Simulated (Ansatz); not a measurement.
Two spin states of NaS-, each at its own minimum; 2S+1 = 1, 3, 5 were tried, and our sources give no spin for the ground state.

```tsv
level	energy of the multiplicity-3 state above the multiplicity-1 state (kJ/mol)
PBE/def2-TZVPP	43.0
PBE0/def2-TZVPP	12.6
wB97X-V/def2-TZVPP	1.0
CCSD/def2-TZVPP	-6.0
CCSD(T)/def2-TZVPP	19.9
```

The rows run from -6.0 (CCSD/def2-TZVPP) to 43.0 kJ/mol (PBE/def2-TZVPP). The 3 functionals in def2-TZVPP without D3 or D4 span 42.0, from wB97X-V to PBE.

Each state is the lowest solution found for its spin in def2 and cc sets. The singlet is a restricted closed-shell determinant, which can mix singlet states where a π or δ shell is part-filled.

Correlated levels freeze the inner cores; with def2 sets outer-core shells near the valence are correlated too.

Doubts at one or more of the structures used: a restricted determinant that unrestricted orbitals would lower (CCSD/def2-TZVPP, CCSD(T)/def2-TZVPP).

Programs: Ansatz (an electronic-structure program) with Gaussian orbitals. Each number belongs to the level named beside it.
